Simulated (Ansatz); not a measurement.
Isolated molecules relaxed with PBE0-D4/def2-TZVP in Ansatz; ΔE leaves out vibrations. CCSD(T)/CBS is the MP2 limit (def2-TZVPP, def2-QZVPP) plus CCSD(T) − MP2 in def2-TZVPP, frozen cores. This one scheme is used for every species. Functionals use def2-TZVPP. B3LYP here is the variant with VWN-RPA as its local correlation; programs differ in this. HSE06 is defined as in plane-wave codes. For Ge outer-core shells are correlated without core-valence functions, which leaves a few kJ/mol of doubt a bond. Scalar relativity is left out up to krypton. Each species was taken in one conformer, which may not be the lowest.

Reaction (ligand exchange at a Ge–O bond): `[NH2][GeH2][O]BF` + HCl → `[NH2][GeH2][Cl]` + `OBF`

`[NH2][GeH2][O]BF`:

```xyz
10

N    -0.722   -1.821    0.393
Ge    0.105   -0.663   -0.732
O    -0.316    1.053   -0.350
B     0.426    1.923    0.340
F    -0.058    3.141    0.564
H    -0.403   -1.814    1.351
H    -1.731   -1.820    0.368
H     1.621   -0.809   -0.567
H    -0.438   -0.862   -2.146
H     1.517    1.671    0.779
```

HCl:

```xyz
2

Cl   -0.556   -0.167   -0.269
H     0.556    0.167    0.269
```

`[NH2][GeH2][Cl]`:

Cartesian coordinates in Å:
```
N 0.716 0.372 -0.883
Ge -0.518 0.095 0.422
Cl -0.307 -1.845 1.384
H 0.652 -0.256 -1.672
H 1.674 0.405 -0.564
H -1.911 0.096 -0.212
H -0.307 1.133 1.525
```

`OBF`:

Cartesian coordinates in Å:
```
O 0.835 0.215 0.515
B -0.159 -0.308 -0.224
F -1.271 0.391 -0.445
H 0.645 1.102 0.840
H -0.049 -1.401 -0.686
```

| level | ΔE (kcal/mol) | difference from CCSD(T)/CBS |
| --- | --- | --- |
| LDA (SPW92) | -10.9 | -1.2 |
| PBE-D4 | -11.8 | -2.1 |
| revPBE-D4 | -11.7 | -2.0 |
| BLYP-D4 | -10.5 | -0.8 |
| r2SCAN-D4 | -11.1 | -1.4 |
| PBE0-D4 | -11.9 | -2.2 |
| B3LYP-D4 | -10.6 | -0.9 |
| r2SCANh-D4 | -11.2 | -1.5 |
| r2SCAN0-D4 | -11.3 | -1.6 |
| HSE06-D4 | -12.0 | -2.3 |
| BHLYP-D4 | -10.6 | -0.9 |
| CAM-B3LYP-D4 | -9.6 | 0.1 |
| ωB97X-V | -10.1 | -0.4 |
| ωB97M-V | -10.5 | -0.8 |
| B2PLYP | -10.2 | -0.5 |
| PBE-QIDH | -11.0 | -1.3 |
| PBE | -12.1 | -2.4 |
| revPBE | -12.5 | -2.8 |
| BLYP | -11.1 | -1.4 |
| r2SCAN | -11.2 | -1.5 |
| PBE0 | -12.2 | -2.5 |
| B3LYP | -11.1 | -1.4 |
| r2SCANh | -11.3 | -1.6 |
| r2SCAN0 | -11.5 | -1.8 |
| BHLYP | -10.9 | -1.2 |
| CAM-B3LYP | -9.9 | -0.2 |
| LC-ωPBE | -10.4 | -0.7 |
| RPA@PBE/def2-TZVPP | -7.8 | 1.9 |
| HF/def2-SVP | -11.9 | -2.2 |
| MP2/def2-SVP | -9.3 | 0.4 |
| CCSD/def2-SVP | -9.2 | 0.5 |
| HF/def2-TZVPP | -10.8 | -1.1 |
| SCS-MP2/def2-TZVPP | -8.9 | 0.8 |
| CCSD/def2-TZVPP | -8.9 | 0.8 |
| CCSD(T)/def2-TZVPP | -8.7 | 1.0 |
| HF/def2-QZVPP | -10.6 | -0.9 |
| SCS-MP2/def2-QZVPP | -9.4 | 0.3 |
| HF/CBS(def2) | -10.6 | -0.9 |
| MP2/CBS(def2) | -10.4 | -0.7 |
| CCSD/CBS(def2) | -9.9 | -0.2 |
| CCSD(T)/CBS | -9.7 | 0 |

Problem. What do rigid-rotor, harmonic-oscillator terms from PBE0-D4/def2-TZVP frequencies (298.15 K, 1 bar) make of the CCSD(T)/CBS value? (Estimate.)

Solution. The calculation gave: ΔZPE = +2.8 kcal/mol, ΔH = -7.8 kcal/mol, ΔS = 7 J/(mol·K), ΔG = -8.3 kcal/mol. Modes under 50 cm⁻¹ make the entropy rough.

Largest T1 diagnostic among the species: 0.013.

In def2-TZVPP, CCSD(T) changes the Hartree–Fock value by +2.1 kcal/mol (the triples alone add +0.1 kcal/mol) and MP2 by +1.4 kcal/mol. Leaving LDA and LC-ωPBE aside and taking each functional with its dispersion term where it has one, the values spread over 2.4 kcal/mol, from HSE06-D4 to CAM-B3LYP-D4. LDA lies +1.2 kcal/mol from PBE without D4.
